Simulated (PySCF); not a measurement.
PySCF job for Bi(H)2(TeH) (BiH₃Te), SMILES [BiH2][TeH], C-PCM-M06-2X/def2-SVP. Coordinates come from a B3LYP-D3(BJ)/def2-TZVP optimisation. The def2 effective core potentials stand for the cores of Bi, Te; spin–orbit coupling is left out.

```python
import numpy as np
from pyscf import gto, scf, dft
from pyscf.solvent import pcm

mol = gto.M(
    atom='''
    Bi    0.03139049   -1.10559492   -0.00000000
    H    -1.23928229   -1.23278941    1.26673430
    H    -1.23928230   -1.23278941   -1.26673429
    Te   -0.03377655    1.77733983   -0.00000000
    H     1.62953470    1.80828613    0.00000000
    ''',
    basis='def2-SVP',
    ecp={'Bi': 'def2-svp', 'Te': 'def2-svp'},
    charge=0,
    spin=0,
    max_memory=1600,
    verbose=3,
)
mf = dft.RKS(mol, xc='m06-2x').density_fit(auxbasis='def2-universal-jkfit')
mf.grids.level = 4
mf.conv_tol = 1e-9
mf.max_cycle = 100
mf.kernel()
res = {}
for name, eps in {'water': 78.355, 'benzene': 2.2706, 'acetone': 20.493}.items():
    s = mf.PCM()
    s.with_solvent.method, s.with_solvent.eps, s.with_solvent.lebedev_order = 'C-PCM', eps, 29
    s.kernel(mf.make_rdm1())
    res[name] = (s.e_tot, eps, s.dip_moment(), s.mo_energy, s.converged)
    print(f'{name}: electrostatic solvation free energy {(s.e_tot - mf.e_tot) * 627.509474:.3f} kcal/mol')
```

Program output:

```
converged SCF energy = -484.211691182841

WARN: PCM is an experimental feature. It is still in testing.
Features and APIs may be changed in the future.

converged SCF energy = -484.216870572055
Dipole moment(X, Y, Z, Debye):  1.58490, -3.41536, -0.00000
water: electrostatic solvation free energy -3.250 kcal/mol

WARN: PCM is an experimental feature. It is still in testing.
Features and APIs may be changed in the future.

converged SCF energy = -484.214290971743
Dipole moment(X, Y, Z, Debye):  1.28180, -2.70794, -0.00000
benzene: electrostatic solvation free energy -1.631 kcal/mol

WARN: PCM is an experimental feature. It is still in testing.
Features and APIs may be changed in the future.

converged SCF energy = -484.216623907884
Dipole moment(X, Y, Z, Debye):  1.55438, -3.34339, -0.00000
acetone: electrostatic solvation free energy -3.095 kcal/mol
```

Self-consistency was reached.
